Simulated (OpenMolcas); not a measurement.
**Ti2+: Racah parameters, the spin-orbit constant, worked from levels**

```json
{"Program": "OpenMolcas 26.06", "Basis": "ANO-RCC-VTZP [6s5p3d2f1g]", "Scalar Hamiltonian": "DKH2, point nucleus", "Active space": "2 electrons in 5 orbitals (3d)", "State averaging": "2S+1 = 3 even, 10 roots; 2S+1 = 1 even, 15 roots", "Spin-orbit coupling": "RASSI with atomic mean-field integrals over the reference wave functions, term energies averaged over their components"}
```

Methods: CASSCF; SS-CASPT2, IPEA 0.25 Eh, imaginary shift 0.1 Eh (closed shells correlated: 3s 3p). Measured levels: Corliss and Sugar, J. Phys. Chem. Ref. Data 8, 1 (1979).

**Racah parameters.** Above 3F, d2 has 3P at 15B, 1G at 12B + 2C and 1D at 5B + 2C. The first two fix B and C, and the third tests them; where it misses by thousands of cm-1, two parameters do not describe the configuration (Trees and configuration-interaction terms are left out) and B and C hang on the terms chosen. Term energies are centres of gravity, weighted by 2J + 1.

| Source | 3P | 1G | B | C | C/B | 1D from B, C | 1D found |
| --- | --- | --- | --- | --- | --- | --- | --- |
| CASSCF | 13458 | 17246 | 897 | 3240 | 3.61 | 10965 | 11105 |
| SS-CASPT2 | 10991 | 14422 | 733 | 2815 | 3.84 | 9295 | 7633 |
| measured | 10420 | 14156 | 695 | 2910 | 4.19 | 9295 | 8232 |

Energies in cm-1. From CASSCF to SS-CASPT2, B changes by -18.3 % and C by -13.1 %. Against the measured terms, SS-CASPT2 has B off by +5.5 % and C by -3.3 %.

**The spin-orbit constant.** For the Hund term 3F of d2, E(J) = (A/2) J(J+1) + constant and ζ = 2S·A = 2A. From J = 2 to J = 4 the energy changes by 7 A.

```json
{"Source": "CASSCF", "E(4) - E(2)": "445.4", "A": "63.6", "ζ": "127"}
{"Source": "SS-CASPT2", "E(4) - E(2)": "446.7", "A": "63.8", "ζ": "128"}
{"Source": "measured", "E(4) - E(2)": "420.4", "A": "60.1", "ζ": "120"}
```

All in cm-1. SS-CASPT2 is off by +6.3 % and CASSCF by +5.9 %. Both methods take the spin-orbit matrix elements from the reference wave functions, so the second can move ζ only through the term energies and any multistate remixing. Second-order mixing with other terms is absorbed into this ζ.

Term energies are means over components that CASPT2 splits; among the terms shown or strongly mixed into the levels shown the widest spread is 580 cm-1 (3d2 1G, SS-CASPT2). Without dynamic correlation excited terms often stand tens of per cent too high (terms of higher spin than the ground term too low), and those without a measured partner can miss by more than the paired ones (holds for CASSCF). Measured partners are found by configuration, term and J. A level has none where our copy of the source lacks it or the pairing is in doubt (some pairs that miss far off the trend of their configuration count as doubtful), and it then counts in no deviation. Only configurations of the active space appear.
